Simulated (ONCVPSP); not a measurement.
# Cutoff test, Zn (Z = 30), ONCV

ONCVPSP 4.0.1 input, shortened (lines: element, Z, core and valence counts, functional; n l f; lmax; l rc ep ncon nbas qcut; lloc lpopt rc5 dvloc0; l nproj debl; icmod fcfact rcfact), PBEsol, scalar-relativistic:

```
  Zn 30.00    3    4  -116133      upf
    1    0    2.00
    2    0    2.00
    2    1    6.00
    3    0    2.00
    3    1    6.00
    3    2   10.00
    4    0    1.75
    2
    0    1.05    0.00    5    9   14.20
    1    0.70    0.00    4    7    9.80
    2    1.00    0.00    4    9   15.50
    4    5    0.50    0.00
    0    2    1.10
    1    2    1.90
    2    2    0.40
    3    5.75    1.45
```

In the p channel the program set the typed energies aside and used -3.143, 0.250 Ha. In the d channel the program set the typed energies aside and used -0.456, 0.250 Ha.

**Question.** For each optimised wave give the share of its norm inside rc, the residual kinetic energy above qcut (Ha) and the cutoffs (Ha) for errors of 10, 1, 0.1 and 0.01 mHa per electron.

**Answer.**

| wave | norm inside rc | residual KE | 10 mHa | 1 mHa | 0.1 mHa | 0.01 mHa |
| --- | --- | --- | --- | --- | --- | --- |
| 3s | 0.915 | 9.0e-07 | 56.3 | 70.7 | 82.0 | 91.2 |
| 4s | 0.031 | 1.8e-07 | 38.2 | 58.0 | 73.2 | 85.1 |
| 3p | 0.538 | 3.2e-03 | 37.6 | 149.3 | 286.1 | 335.5 |
| p projector 2 | 0.035 | 2.8e-04 | 28.2 | 39.0 | 90.4 | 368.6 |
| 3d | 0.675 | 5.3e-06 | 81.5 | 96.1 | 107.2 | 117.2 |
| d projector 2 | 0.030 | 3.9e-07 | 58.7 | 79.1 | 94.8 | 106.8 |

The occupied waves need 149 Ha and 286 Ha for 1 and 0.1 mHa.
